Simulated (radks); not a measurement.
Problem. The mean radii <r> (bohr) of the occupied orbitals of an atom or ion are listed with their occupations. Calculated with a radial shooting solver on a logarithmic mesh with Libxc functionals: non-relativistic Kohn-Sham, SOGGA, spin-polarised, spherical densities, point nucleus.

orbital  occ.      <r>
1s up       1  0.09741
1s down     1  0.09740
2s up       1   0.4813
2s down     1   0.4809
2p up       3   0.4428
2p down     3   0.4425
3s up       1    1.580
3s down     1    1.587
3p up       2    1.755

Name the element and its charge. Open shells, if any, are filled with parallel spins first.

Solution. Z = 16, sulfur, charge +2: S2+ in [Ne] 3s2 3p2. The 1s radius gives Z: for a bare nucleus <r> = 1.5/Z, 0.09375 bohr for Z = 16, and screening makes it slightly larger (0.09741 here). The occupations add up to 14, and the charge is Z minus that.
